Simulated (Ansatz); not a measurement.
Gas-phase electronic energies from Ansatz, PBE0-D4/def2-TZVP geometries. CCSD(T)/CBS is the MP2 limit (def2-TZVPP, def2-QZVPP) plus CCSD(T) − MP2 in def2-TZVPP, frozen cores. This one scheme is used for every species. Functionals use def2-TZVPP. For Ga outer-core shells are correlated without core-valence functions, which leaves a few kJ/mol of doubt a bond. Scalar relativity is left out up to krypton.

Consider the cleavage of the Ga–Ga bond: `[F][GaH][GaH2]` + `[SiH3]N[SiH3]` → `[SiH3][N]([SiH3])[GaH2]` + `[F][GaH2]`.

**Question.** Is it downhill or uphill in electronic energy at CCSD(T)/CBS, and by how much? (An estimate is asked.)

**Answer.** The calculation gave: Downhill: ΔE = -6.3 kcal/mol.

**Question.** What do these levels give: LDA (SPW92), BLYP-D4, B97M-V, PBE0-D4, MP2/def2-QZVPP, HF/CBS(def2)? (An estimate is asked.)

**Answer.** Ansatz gave: LDA (SPW92) -4.9, BLYP-D4 -4.2, B97M-V -6.2, PBE0-D4 -3.6, MP2/def2-QZVPP -8.7, HF/CBS(def2) -3.6 kcal/mol.

Largest T1 diagnostic among the species: 0.014.

The D4 term adds −2.8 kcal/mol with B3LYP and −1.5 kcal/mol with PBE0; it sums over pairs of atoms, weighted by their polarisabilities, and B3LYP, whose exchange is more repulsive, gets the larger term. Leaving LDA and LC-ωPBE aside and taking each functional with its dispersion term where it has one, the values, not all of them listed here, spread over 3.0 kcal/mol, from B97M-V to PBE-D4. LDA lies −3.4 kcal/mol from PBE without D4. In def2-TZVPP, CCSD(T) changes the Hartree–Fock value by −3.9 kcal/mol (the triples alone add −1.0 kcal/mol) and MP2 by −5.8 kcal/mol.

B3LYP here is the variant with VWN-RPA as its local correlation; programs differ in this.
